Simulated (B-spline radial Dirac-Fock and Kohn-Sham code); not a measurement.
# Auger decay of the K hole in Ho³⁺

System: holmium as Ho³⁺, configuration [Xe] 4f10.

These are calculated numbers from a radial B-spline solver; the model is a relativistic independent-particle model: LDA orbitals of the hole state, radiative multipoles to third order, Auger rates from the Coulomb interaction with a continuum orbital, Dirac-Fock energies. Kinetic energies are configuration averages from the vacuum level; the two-hole energies are estimated from single-hole states. The rates lack the Breit term, which in heavy atoms raises K-L1L1 and K-L1L2.

```
transition  kinetic energy (eV)  width (meV)  share (%)
    K-L1L1              36586.3          104        7.2
    K-L1L2              37077.2          141        9.8
    K-L2L2              37501.0         17.1        1.2
    K-L1L3              37934.6          149       10.3
    K-L2L3              38376.6          354       24.5
    K-L3L3              39231.5          155       10.7
    K-L1M1              43970.1         39.7        2.8
    K-L1M2              44170.7         29.9        2.1
    K-L1M3              44355.4         32.0        2.2
    K-L2M1              44446.7         22.1        1.5
    K-L2M3              44834.2         63.8        4.4
    K-L2M5              45221.4         8.43        0.6
    K-L3M1              45295.0         23.1        1.6
    K-L3M2              45497.9         59.8        4.1
    K-L3M3              45685.5         56.6        3.9
    K-L1N1              45705.2         9.41        0.7
    K-L1N2              45788.5         6.87        0.5
    K-L1N3              45830.2         7.26        0.5
    K-L3M4              46028.8         11.8        0.8
    K-L3M5              46072.1         9.39        0.7
    K-L2N3              46312.2         14.0        1.0
    K-L3N2              47117.8         13.1        0.9
    K-L3N3              47160.0         12.4        0.9
    K-M2M3              51851.0         10.9        0.8
```

The listed channels hold 94 % of the non-radiative rate. Summed by principal shells, of 1.44 eV in all: KLL 63.8 %, KLM 25.8 %, KLN 5.8 %, KMM 2.5 %, KMN 1.1 %, KLO 0.8 %.
